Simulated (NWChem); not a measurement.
AlH₃SO₂; SMILES [OH][Al]([SH])[OH]

```xyz
7

Al     0.0674     0.4585     0.0000
O     -1.2018     1.5822     0.0000
H     -2.1422     1.4029     0.0000
O      1.6771     0.9895     0.0000
H      1.9462     1.9094     0.0000
S     -0.2586    -1.6936     0.0000
H      1.0708    -1.9394     0.0000
```
Atoms are numbered in this order, from 1.

Results from NWChem. Structure relaxed at the PBE0/def2-SVP level. GIAO values for the isolated, static molecule; σ is the absolute isotropic shielding, δ = σ(reference) − σ with the isolated reference molecule computed at the same levels (1H: tetramethylsilane, 17O: water).

For level BHandHLYP/pcSseg-1:

```
Quantity    Result
----------  ------
δ O2 (ppm)    26.7
δ O4 (ppm)    15.1
δ H5 (ppm)    1.62
```

Estimate the same quantities for level KT2/pcSseg-1.

The δ O2 (ppm) is 41.4, the δ O4 (ppm) is 25.3 and the δ H5 (ppm) is 1.44.
